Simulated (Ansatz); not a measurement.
Basis-set extrapolation for C2H4BN (`CC1=NB1`) (PBE0-D4/def2-TZVP geometry, frozen core, the Gaussian-basis code of Ansatz). Multiplicity 1, RHF reference.

```json
{"": "HF", "def2-TZVPP": "-157.224711", "def2-QZVPP": "-157.231954"}
{"": "MP2 correlation", "def2-TZVPP": "-0.606046", "def2-QZVPP": "-0.646186"}
{"": "CCSD(T) correlation", "def2-TZVPP": "-0.660699", "def2-QZVPP": "not run"}
```

Energies in hartree. Use E(X) = E(∞) + A·exp(−7.88·√X) for Hartree–Fock and E(X) = E(∞) + B·X^(−2.97) for correlation, with X = 3 and 4, and add CCSD(T) minus MP2 of the smaller set to the MP2 limit.

Problem. What is the CCSD(T) energy at the basis-set limit?

Solution. HF limit: -157.231954 + (-0.007243) × 0.13774 = -157.23295. MP2 limit: -0.646186 + (-0.040140) × 0.74074 = -0.67592. Higher-order term: -0.660699 − (-0.606046) = -0.05465. Total: -157.96352 hartree, 49.0 kcal/mol below CCSD(T)/def2-TZVPP.
